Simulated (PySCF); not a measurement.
## Unknown compound

The spectra below were simulated for a compound C6H9NSi.

¹H NMR (400 MHz, computed): δ 8.62 (d, 1H), 7.77 (m, 1H), 6.33 (m, 1H), 5.32 (d, 2H), 2.13 (d, 3H), 1.86 (t, 1H).

¹³C{¹H} NMR (computed): δ 171.3 (CH), 151.2 (CH), 135.0 (CH), 101.6 (CH), 88.2 (C), 22.8 (CH3).

Theory: geometry from GFN2-xTB, PBE0/pcSseg-1 with gauge-including orbitals, in PySCF (non-relativistic, isolated molecule, one computed conformer, rapidly exchanging positions averaged).

Referencing at the same level of theory: TMS for ¹H (σref 31.72) and ¹³C (σref 186.93).

Propose a structure and justify it.

Results:


1. The formula gives 4 degrees of unsaturation (no ring in the answer).
2. 6 carbon signals for 6 carbons: no two carbons are equivalent.
3. Carbon types of the structure: 1 × C, 4 × CH, 1 × CH3, leaving 2 H on heteroatoms.
4. δC 171.3: C=N carbon.
5. δC 151.2, 135.0: alkene CH; as expected for a trigonal carbon in a double bond.
6. δC 101.6: terminal alkyne carbon; sp carbons lie upfield of alkene carbons because the cylindrical π system leaves one tensor component strongly shielded.
7. δC 88.2: alkyne carbon; sp carbons lie upfield of alkene carbons because the cylindrical π system leaves one tensor component strongly shielded.
8. δH 8.62: hydrogen on a C=N carbon.
9. δH 7.77, 6.33: hydrogen on an alkene CH; attached to an sp2 carbon and in the plane of the double bond.
10. δH 2.13: hydrogen on an allylic methyl carbon; allylic position.

Structure: `C#C[SiH2]/N=C/C=C/C`.

The data come from this structure; uniqueness wasn't tested.

Shifts are as computed. Against solution values, carbons near 30 ppm lie about +3 ppm off and those near 130 ppm about +5 ppm. Of 1313 compounds with measured shifts, 239 miss one by over three times the rms of a fit or turn the order of signals round; such compounds aren't used in these exercises. Multiplicities follow the n + 1 count of equivalent neighbours, as no J values were calculated; m marks all less simple cases, F and P coupling included.
